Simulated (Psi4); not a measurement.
Pair of molecules, SMILES O with SMILES [SiH3]Cl (the first has 3 atoms); geometry from B3LYP-D3(BJ)/def2-TZVP, rigid monomers moved along the line of their centres of mass till O1···Si4 is 4.47 Å.
(charge 0, multiplicity 1):
```xyz
8

O      0.0965    -0.3812     0.0761
H      0.7854    -0.9540    -0.2767
H      0.5661     0.3263     0.5339
Si    -0.4031    -0.8391     4.4923
Cl     0.9802     0.7166     4.4121
H     -0.6658    -1.0826     5.9257
H      0.1988    -2.0351     3.8792
H     -1.6334    -0.4161     3.8061
```

All values below come from Psi4 with SAPT0/jun-cc-pV(D+d)Z.

### Question
Give the four SAPT terms and the total, and say what mostly holds the pair together.

### Answer
electrostatics -3.7, exchange 0.3, induction -0.2, dispersion -0.8, total -4.5 kJ/mol; the largest attraction is electrostatics.
